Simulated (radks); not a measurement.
Question: These are the eigenvalues of the occupied orbitals of an atom or ion with whole-number occupations (Ry). Calculated with a radial shooting solver on a logarithmic mesh with Libxc functionals: scalar-relativistic Kohn-Sham, r2SCAN, spin-polarised, spherical densities, finite nucleus; meta-GGA in the generalised Kohn-Sham scheme; Fermi nuclear charge, rms radius of each element as measured or else 0.836 A^(1/3) + 0.57 fm.

| orbital | eigenvalue |
|---|---|
| 1s down | -5943.482 |
| 1s up | -5943.482 |
| 2s up | -1052.085 |
| 2s down | -1052.077 |
| 2p up | -909.7164 |
| 2p down | -909.7097 |
| 3s up | -250.3473 |
| 3s down | -250.3461 |
| 3p up | -208.8677 |
| 3p down | -208.8658 |
| 3d up | -164.4293 |
| 3d down | -164.4242 |
| 4s up | -56.06370 |
| 4s down | -56.05688 |
| 4p up | -42.40275 |
| 4p down | -42.39692 |
| 4d up | -25.90509 |
| 4d down | -25.89812 |
| 5s up | -9.73651 |
| 5s down | -9.69026 |
| 4f up | -7.62693 |
| 4f down | -7.61685 |
| 5p up | -6.12386 |
| 5p down | -6.06644 |
| 5d up | -2.05364 |
| 5d down | -1.99041 |

Which element is it, and in what charge state? The configuration may be excited. Open shells, if any, are filled with parallel spins first.

Answer: Z = 79, gold, charge +2: Au2+ in [Xe] 4f14 5d9. The list shows which subshells hold electrons but not how many an open one holds; the 1s level, -2971.7 hartree, gives Z - s = 77.1 by -(Z - s)^2/2, which with screening and relativity narrows Z to a few neighbours, and the depths of the outer levels then fix element, charge and occupations together.
